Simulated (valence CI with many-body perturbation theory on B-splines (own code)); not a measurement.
## Ag XXXV: electric-dipole lines

Computed by valence CI with perturbative core correlation (CI+MBPT): three valence electrons over a frozen Dirac-Fock core [Ne], radial functions for each j: 11 s, 11 p, 9 d, 7 f, 5 g, 2 h, 1 i, with the one-electron correlation potential Σ1, the two-electron term Σ2, the three-electron term Σ3, Breit, model QED; selected CI, second order for the rest (own B-spline code, finite nucleus).

The last digits are not significant, and no measured levels were compared; by estimate large intervals hold to a few tenths of a per cent, small ones and those within an open d or f shell to about a per cent.

Lines 151 to 200 of 281 in falling wavelength, among levels below 432.47 eV, chosen from the strongest by gf and those to the six lowest levels. Wavelengths and rates use the calculated energies. Electric multipoles are in the length gauge, E1 and E2 with the static RPA response of the core. Weak lines are less certain than strong ones. Lines between different terms over intervals too small for the method are left out, as are lines whose strength nearly cancels. Where a level lies close to another of its J and parity, the split of strength between their lines is uncertain. The highest levels of a list are the least certain.

Levels are named by their leading jj configuration (3d3/2^4 stands for four electrons in 3d with j = 3/2), which in mixed levels can hold well under half, so a name can repeat and another be missing. Letters in brackets count levels of one name in rising energy.

```
λ vac (nm)                          Upper                       Lower   A (s⁻¹)  S (a.u.) with core polarisation  S without
     8.705     (3s 3p3/2 3d3/2) J=1/2 [b]          (3s^2 3d3/2) J=3/2  1.27e+11                         8.26e-02   8.45e-02
     8.666     (3s 3d3/2 3d5/2) J=5/2 [b]  (3s 3p3/2 3d3/2) J=3/2 [a]  1.19e+10                         2.29e-02   2.33e-02
     8.656     (3s 3d3/2 3d5/2) J=5/2 [b]  (3s 3p3/2 3d3/2) J=5/2 [a]  7.35e+10                         1.41e-01   1.44e-01
     8.634     (3s 3p1/2 3d5/2) J=5/2 [b]  (3s 3p1/2 3p3/2) J=3/2 [a]  4.02e+10                         7.66e-02   7.82e-02
     8.623         (3s 3p1/2 3d5/2) J=3/2  (3s 3p1/2 3p3/2) J=3/2 [b]  7.02e+10                         8.89e-02   9.09e-02
     8.593     (3s 3d3/2 3d5/2) J=7/2 [b]  (3s 3p3/2 3d3/2) J=5/2 [a]  1.42e+10                         3.55e-02   3.62e-02
     8.430     (3s 3p3/2 3d5/2) J=7/2 [a]          (3s 3p3/2^2) J=5/2  6.96e+10                         1.65e-01   1.68e-01
     8.425             (3s 3p3/2^2) J=3/2          (3s^2 3p3/2) J=3/2  2.34e+11                         2.76e-01   2.82e-01
     8.411                (3p3/2^3) J=3/2          (3s^2 3d5/2) J=5/2  1.82e+10                         2.14e-02   2.19e-02
     8.410                (3p3/2^3) J=3/2          (3s 3p3/2^2) J=1/2  5.52e+10                         6.48e-02   6.62e-02
     8.398  (3p1/2 3p3/2 3d5/2) J=5/2 [a]      (3s 3p1/2 3d3/2) J=5/2  1.50e+10                         2.63e-02   2.69e-02
     8.318         (3s 3p3/2 3d5/2) J=1/2          (3s^2 3d3/2) J=3/2  8.59e+10                         4.88e-02   4.99e-02
     8.273     (3s 3p1/2 3d5/2) J=5/2 [c]      (3s 3p1/2 3p3/2) J=5/2  4.98e+09                         8.36e-03   8.56e-03
     8.242     (3s 3p1/2 3d3/2) J=3/2 [a]          (3s 3p1/2^2) J=1/2  7.65e+09                         8.46e-03   8.65e-03
     8.229     (3s 3p3/2 3d3/2) J=5/2 [a]  (3s 3p1/2 3p3/2) J=3/2 [b]  2.48e+09                         4.09e-03   4.19e-03
     8.220     (3s 3p3/2 3d3/2) J=3/2 [a]  (3s 3p1/2 3p3/2) J=3/2 [b]  2.64e+09                         2.90e-03   2.96e-03
     8.197     (3s 3p3/2 3d3/2) J=1/2 [a]  (3s 3p1/2 3p3/2) J=3/2 [b]  3.32e+09                         1.80e-03   1.85e-03
     8.167  (3p1/2 3p3/2 3d3/2) J=3/2 [a]       (3p1/2^2 3p3/2) J=3/2  1.94e+10                         2.08e-02   2.13e-02
     8.143  (3p1/2 3p3/2 3d5/2) J=5/2 [a]  (3s 3p1/2 3d3/2) J=3/2 [a]  1.65e+10                         2.64e-02   2.70e-02
     8.016     (3s 3p3/2 3d5/2) J=5/2 [b]          (3s^2 3d3/2) J=3/2  2.86e+10                         4.36e-02   4.45e-02
     7.903         (3s 3p1/2 3d5/2) J=3/2      (3s 3p1/2 3p3/2) J=5/2  9.56e+06                         9.32e-06   9.56e-06
     7.902     (3s 3p3/2 3d5/2) J=7/2 [b]          (3s 3p3/2^2) J=5/2  1.24e+10                         2.41e-02   2.45e-02
     7.861             (3s 3d3/2^2) J=3/2      (3s 3p1/2 3d3/2) J=1/2  9.64e+10                         9.25e-02   9.46e-02
     7.832          (3p1/2 3p3/2^2) J=1/2  (3s 3p1/2 3p3/2) J=3/2 [a]  3.84e+09                         1.82e-03   1.86e-03
     7.817     (3s 3p1/2 3d5/2) J=5/2 [c]  (3s 3p1/2 3p3/2) J=3/2 [a]  4.64e+08                         6.56e-04   6.70e-04
     7.796     (3s 3p3/2 3d5/2) J=3/2 [a]  (3s 3p1/2 3p3/2) J=3/2 [b]  1.90e+08                         1.77e-04   1.82e-04
     7.751             (3s 3d3/2^2) J=5/2  (3s 3p1/2 3d3/2) J=3/2 [b]  1.10e+11                         1.52e-01   1.56e-01
     7.751     (3s 3p3/2 3d3/2) J=3/2 [b]      (3s 3p1/2 3p3/2) J=1/2  1.30e+11                         1.20e-01   1.22e-01
     7.750          (3p3/2^2 3d5/2) J=7/2  (3s 3p1/2 3d5/2) J=5/2 [b]  6.34e+10                         1.17e-01   1.19e-01
     7.633     (3s 3p3/2 3d5/2) J=5/2 [a]  (3s 3p1/2 3p3/2) J=3/2 [b]  1.41e+09                         1.86e-03   1.90e-03
     7.590          (3p3/2^2 3d5/2) J=7/2      (3s 3p1/2 3d5/2) J=7/2  6.17e+10                         1.07e-01   1.09e-01
     7.571     (3s 3p3/2 3d3/2) J=5/2 [a]      (3s 3p1/2 3p3/2) J=5/2  1.14e+11                         1.46e-01   1.49e-01
     7.564     (3s 3p3/2 3d3/2) J=3/2 [a]      (3s 3p1/2 3p3/2) J=5/2  2.71e+10                         2.31e-02   2.36e-02
     7.529         (3s 3p3/2 3d3/2) J=7/2      (3s 3p1/2 3p3/2) J=5/2  1.15e+11                         1.93e-01   1.98e-01
     7.507  (3p1/2 3p3/2 3d5/2) J=3/2 [a]       (3p1/2^2 3p3/2) J=3/2  5.97e+10                         4.98e-02   5.10e-02
     7.493  (3p1/2 3p3/2 3d5/2) J=5/2 [a]       (3p1/2^2 3p3/2) J=3/2  4.42e+10                         5.51e-02   5.63e-02
     7.487         (3s 3p1/2 3d5/2) J=3/2  (3s 3p1/2 3p3/2) J=3/2 [a]  3.55e+10                         2.94e-02   3.01e-02
     7.466          (3p3/2^2 3d3/2) J=1/2       (3p1/2 3p3/2^2) J=3/2  1.45e+11                         5.94e-02   6.07e-02
     7.464     (3s 3d3/2 3d5/2) J=7/2 [a]      (3s 3p1/2 3d5/2) J=7/2  3.92e+10                         6.43e-02   6.57e-02
     7.421          (3p3/2^2 3d5/2) J=9/2      (3s 3p1/2 3d5/2) J=7/2  3.87e+10                         7.81e-02   7.99e-02
     7.409     (3s 3p3/2 3d5/2) J=3/2 [b]          (3s 3p3/2^2) J=5/2  2.21e+10                         1.77e-02   1.81e-02
     7.385     (3s 3d3/2 3d5/2) J=5/2 [a]       (3p1/2 3p3/2^2) J=3/2  3.78e+10                         4.51e-02   4.61e-02
     7.365          (3p3/2^2 3d3/2) J=3/2       (3p1/2 3p3/2^2) J=3/2  9.47e+10                         7.47e-02   7.64e-02
     7.352     (3s 3p3/2 3d3/2) J=3/2 [b]  (3s 3p1/2 3p3/2) J=3/2 [b]  8.25e+10                         6.48e-02   6.62e-02
     7.343          (3p1/2 3p3/2^2) J=3/2          (3s 3p1/2^2) J=1/2  3.40e+10                         2.66e-02   2.72e-02
     7.318  (3p1/2 3p3/2 3d3/2) J=3/2 [b]       (3p1/2^2 3p3/2) J=3/2  1.16e+11                         8.95e-02   9.15e-02
     7.290         (3s 3p1/2 3d3/2) J=1/2          (3s 3p1/2^2) J=1/2  1.78e+11                         6.81e-02   6.96e-02
     7.288     (3s 3p1/2 3d3/2) J=3/2 [b]          (3s 3p1/2^2) J=1/2  1.40e+11                         1.07e-01   1.10e-01
     7.287  (3p1/2 3p3/2 3d5/2) J=5/2 [b]       (3p1/2^2 3p3/2) J=3/2  3.94e+10                         4.52e-02   4.62e-02
     7.272         (3s 3d3/2 3d5/2) J=3/2  (3s 3p1/2 3d5/2) J=5/2 [b]  9.59e+10                         7.28e-02   7.44e-02
```
